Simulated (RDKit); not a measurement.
Input for RDKit: UFF on BBrH5N (a complex), monomers drawn apart or pushed together.

```python
from rdkit import Chem
from rdkit.Chem import AllChem, rdDetermineBonds

blocks = [
'''4

B    -0.50137008   -0.65926087    2.17377004
Br    0.68957657    0.74433087    1.27651766
H    -0.02900215   -1.75213082    2.06341023
H    -1.64117787   -0.52908528    1.83677519
''',
'''4

N    -0.87106197   -0.63914807    4.91231625
H    -1.42985619   -1.27033354    5.48358358
H     0.09388307   -0.67294698    5.23449397
H    -1.20526733    0.31208071    5.05205693
''',
]
mol = None
for b in blocks:
    f = Chem.MolFromXYZBlock(b)
    rdDetermineBonds.DetermineBonds(f, charge=0)
    mol = f if mol is None else Chem.CombineMols(mol, f)
Chem.SanitizeMol(mol)
print(Chem.MolToSmiles(Chem.RemoveHs(mol)))
ff = AllChem.UFFGetMoleculeForceField(mol, vdwThresh=100.0, ignoreInterfragInteractions=False)
e = ff.CalcEnergy()
print(f'UFF energy {e:.6f} kcal/mol')
```

Output:

```
BBr.N
UFF energy 7.438379 kcal/mol
```

The run finished.

Cost: very roughly 0.010 core-seconds.
